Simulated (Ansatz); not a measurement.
Geometry optimisation, RKS PBE0-D4/def2-SVP in Ansatz 0.2.0.

Input:

```yaml
crystal:
  periodic: [false, false, false]
  atoms:
    - { symbol: Al, position_ang: [0.037945, -0.285877, -0.070203] }
    - { symbol: H, position_ang: [0.106949, -0.252274, 1.495857] }
    - { symbol: F, position_ang: [1.472067, -0.231802, -0.898416] }
    - { symbol: O, position_ang: [-1.375995, -0.518532, -0.957498] }
    - { symbol: H, position_ang: [-2.281661, -0.548586, -0.6482] }
    - { symbol: F, position_ang: [-0.045245, 2.299298, 1.192591] }
    - { symbol: H, position_ang: [0.09374, 1.589273, 1.77137] }
basis:
  gaussian: { orbitals: def2-SVP }
hamiltonian:
  xc: pbe0
  dispersion: d4
relax:
  f_tol: 0.03
  max_steps: 50
```

Run as:

```bash
$ ansatz run input.yaml --threads 1 --pin off --max-ram 2048MiB --backend cpu --events-out ev --progress --plain --runs-dir out
```

Problem. Where does it end, and by what steps?

Solution. It converged. After 12 steps the energy has fallen by 0.366 eV; F6 moved furthest, 0.65 Å. Joined: Al1–F6 (2.88 → 2.05 Å).

| step | energy less start (eV) | largest force component (eV/Å) | accepted |
| --- | --- | --- | --- |
| 0 | 0.0000 | 0.313 | yes |
| 1 | -0.0768 | 1.034 | yes |
| 2 | -0.2137 | 1.242 | yes |
| 3 | -0.3395 | 0.349 | yes |
| 4 | -0.3474 | 0.135 | yes |
| 5 | -0.3510 | 0.134 | yes |
| 6 | -0.3556 | 0.109 | yes |
| 7 | -0.3569 | 0.555 | yes |
| 8 | -0.3617 | 0.218 | yes |
| 9 | -0.3632 | 0.294 | yes |
| 10 | -0.3610 | 0.365 | no |
| 11 | -0.3655 | 0.079 | yes |
| 12 | -0.3657 | 0.015 | yes |

```xyz
7
Properties=species:S:1:pos:R:3
Al 0.004 -0.108 0.086
H 0.081 -0.586 1.603
F 1.451 0.019 -0.731
O -1.397 -0.233 -0.865
H -2.242 -0.604 -0.613
F -0.042 1.827 0.748
H 0.153 1.736 1.657
```

Whether the end is a true minimum wasn't checked by a vibrational analysis.

Time of the run: 54 s on 1 thread of Arm Neoverse N1, on a shared host, peak memory 0.16 GiB.
